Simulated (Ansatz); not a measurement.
Abridged output of a molecular run in Ansatz:

```
Functional definition: HF
1465 factors; integrals over basis functions are off by at most 1.0e-3 eV
mean field evaluation 1: about -23308.5999 eV, gradient 4.5e1 eV
mean field evaluation 2: about -23308.9476 eV, gradient 4.6e1 eV
mean field evaluation 4: about -23313.0819 eV, gradient 3.9e0 eV
mean field evaluation 8: about -23313.1483 eV, gradient 2.8e-1 eV
mean field -23313.14871710 eV, -856.7424131337 hartree, gradient 3.5e-6 eV, S^2 0.000000; 0 other end points of the search recorded, 0 dependent functions left out
13 core orbitals not correlated: weight in the atoms' cores, before any rotation towards them, 1.000 or more for the frozen orbitals, at most 0.000 for the correlated occupied ones
reference -23313.14871710 eV, -856.7424131337 hartree; 15, 15 occupied and 219, 219 virtual orbitals, 1465 factors
second order -24.62710794 eV of doubles, -0.00000000 eV of singles
cycle   1  -24.90581196 eV  change   -2.8e-1 eV  update   1.0e-1
cycle   2  -25.49607979 eV  change   -5.9e-1 eV  update   3.0e-2
cycle   3  -25.61563126 eV  change   -1.2e-1 eV  update   1.5e-2
cycle   4  -25.60323338 eV  change    1.2e-2 eV  update   3.5e-3
cycle   5  -25.60255715 eV  change    6.8e-4 eV  update   1.8e-3
cycle   6  -25.60324334 eV  change   -6.9e-4 eV  update   5.6e-4
cycle   7  -25.60290725 eV  change    3.4e-4 eV  update   2.2e-4
cycle   8  -25.60284979 eV  change    5.7e-5 eV  update   6.4e-5
cycle   9  -25.60287321 eV  change   -2.3e-5 eV  update   2.3e-5
perturbative correction -1.09770981 eV, -0.0403400916 hartree
Total energy: -23339.84930013 eV, -857.7236414616 hartree
```

Its atoms:

Z-matrix (Å, degrees):
```
Si
N 1 1.709
O 1 1.634 2 118.4
S 1 2.135 2 82.1 3 -118.2
H 1 1.479 2 118.5 3 123.9
C 2 1.451 1 101.4 3 122.9
H 2 1.005 1 134.6 3 -81.6
H 3 0.960 1 116.2 2 -50.6
H 6 1.093 2 113.8 1 110.8
H 6 1.094 2 113.8 1 -122.7
```

Question: Which basis set was used?
A. cc-pV(D+d)Z
B. cc-pV(Q+d)Z
C. def2-SVPD
D. def2-TZVPP

Answer: D. It gives 247 functions.

Question: Write the keys of the input that set method, charge and spin (a neutral closed shell needs none for the last two).

Answer: 
```yaml
correlation: {method: ccsd_t}
```
